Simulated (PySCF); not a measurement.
Choosing a molecule for a target property.

All species are isolated and taken at one optimised geometry, non-relativistic unless stated; the electronic structure was computed with PySCF and density fitting.

Dipoles, sizes and rotational constants follow the conformer. The torsions of the flexible species, by atom-mapped SMILES:
- `[CH3:1][Si@H:2]([O:3][CH:4]=[O:5])[C:6]([CH3:7])([CH3:8])[CH3:9]`: C1–Si2–O3–C4 63°, Si2–O3–C4–O5 2°, C1–Si2–C6–C7 -60°
- `[CH3:1][NH:2][SiH2:3][c:4]1[cH:5][n:6][cH:7][cH:8][n:9]1`: C1–N2–Si3–C4 177°, N2–Si3–C4–C5 -56°
- `[CH3:1][SiH2:2][C@@H:3]1[CH2:4][CH2:5][C@@H:6]1[CH3:7]`: C1–Si2–C3–C4 178°
- `[CH3:1][NH:2][SiH2:3][c:4]1[n:5][cH:6][cH:7][cH:8][n:9]1`: C1–N2–Si3–C4 176°, N2–Si3–C4–N5 -14°

(1) Wanted: dipole moment below 2.4 D (PBE0/pcSseg-1) and HOMO energy above -7.3 eV (PBE0/pcSseg-1), at GFN2-xTB geometries. Which candidate meets both?
A. `C[SiH2][C@@H]1CC[C@@H]1C`
B. `CN[SiH2]c1ncccn1`
C. `C[Si@H](OC=O)C(C)(C)C`
D. `CN[SiH2]c1cnccn1`

## Answers

(1) D. Computed values:
| species | dipole moment | HOMO energy |
| --- | --- | --- |
| C[SiH2][C@@H]1CC[C@@H]1C | 0.79 D | -7.78 eV |
| CN[SiH2]c1cnccn1 | 1.22 D | -6.85 eV |
| C[Si@H](OC=O)C(C)(C)C | 2.27 D | -8.00 eV |
| CN[SiH2]c1ncccn1 | 2.45 D | -6.44 eV |
